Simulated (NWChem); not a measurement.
System: ZrCl4; SMILES [Cl][Zr]([Cl])([Cl])[Cl]

Here is an NWChem input.

```
start job
memory heap 200 mb stack 900 mb global 1100 mb
geometry units angstroms noautosym nocenter noautoz
  Zr     0.000000     0.000000     0.000000
  Cl    -1.540434     1.106624    -1.341229
  Cl     1.540434    -1.106624    -1.341229
  Cl     1.106624     1.540434     1.341229
  Cl    -1.106624    -1.540434     1.341229
end
basis spherical
  * library def2-svpd
end
ecp
  Zr library def2-ecp
end
dft
  xc pbe0
  iterations 150
end
tddft
  cis
  nroots 6
  notriplet
end
task tddft energy
```

All runs use the structure optimised with PBE0/def2-SVP. Not confirmed as a minimum by frequencies. def2 effective core potentials on Zr; no spin-orbit coupling.

Vertical excitations in the gas phase.

### Question
Give the results of this calculation. (PBE0/def2-SVPD with def2 effective core potentials on Zr, TDA.) Quantities: lowest excitation, singlet (eV); oscillator strength of that lowest state; lowest state with f > 0.02, singlet (eV); oscillator strength of that bright state; orbital gap (eV).

### Answer
```yaml
lowest excitation, singlet (eV): 5.50
oscillator_strength_of_that_lowest_state: 0.000
lowest state with f > 0.02, singlet (eV): 5.72
oscillator_strength_of_that_bright_state: 0.026
orbital gap (eV): 6.95
```
